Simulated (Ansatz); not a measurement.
Program: Ansatz. Geometries: PBE0-D4/def2-TZVP. ΔE: electronic, gas phase. CBS: MP2 limit from def2 TZ/QZ plus the TZ coupled-cluster correction, frozen cores. Functionals use def2-TZVPP. One conformer a species, not always the lowest.

Reaction (redistribution): `CC(F)BF` + `C[Si](C)(F)C#N` → `CBC(C)F` + `C[Si](F)(F)C#N`

`CC(F)BF`:

```xyz
10

C    -0.887   -0.785   -0.015
C    -0.042    0.401   -0.440
F    -0.834    1.550   -0.443
B     1.224    0.612    0.469
F     2.120   -0.361    0.509
H    -1.744   -0.897   -0.681
H    -1.259   -0.657    1.004
H    -0.293   -1.701   -0.053
H     0.291    0.246   -1.477
H     1.424    1.591    1.128
```

`C[Si](C)(F)C#N`:

Cartesian coordinates in Å:
```
C 0.066 -0.234 1.650
Si 0.431 -0.195 -0.158
C -0.267 1.243 -1.079
F 2.010 -0.263 -0.388
C -0.246 -1.753 -0.919
N -0.712 -2.701 -1.375
H 0.462 0.657 2.141
H 0.513 -1.114 2.117
H -1.013 -0.269 1.821
H -0.007 1.189 -2.138
H 0.120 2.182 -0.676
H -1.357 1.258 -0.997
```

`CBC(C)F`:

```xyz
13

C    -0.574   -1.513   -1.184
B     0.450   -0.549   -0.538
C     0.230    0.134    0.853
C     0.227    1.652    0.795
F    -0.950   -0.284    1.483
H    -0.130   -2.260   -1.845
H    -1.195   -0.874   -1.835
H    -1.256   -1.982   -0.473
H     1.462   -0.244   -1.110
H     1.056   -0.186    1.510
H    -0.578    2.019    0.153
H     1.176    2.017    0.398
H     0.082    2.069    1.794
```

`C[Si](F)(F)C#N`:

```xyz
9

C     0.094   -0.777   -0.989
Si   -0.313    0.617    0.121
F     0.238    1.990   -0.429
F    -1.871    0.771    0.329
C     0.418    0.397    1.801
N     0.898    0.206    2.829
H     1.176   -0.867   -1.108
H    -0.288   -1.715   -0.579
H    -0.352   -0.622   -1.974
```

(1) Is it downhill or uphill in electronic energy at CCSD(T)/CBS, and by how much? (Best estimate.)

(2) What do these levels give: PBE0-D4, ωB97M-V, B2PLYP, PBE, PBE0, SCS-MP2/def2-TZVPP? (An estimate is asked.)

Largest T1 diagnostic among the species: 0.012.

Results:

(1) Ansatz gave: Downhill: ΔE = -0.07 eV.

(2) Computed: PBE0-D4 -0.02, ωB97M-V -0.04, B2PLYP -0.05, PBE -0.01, PBE0 -0.02, SCS-MP2/def2-TZVPP -0.06 eV.
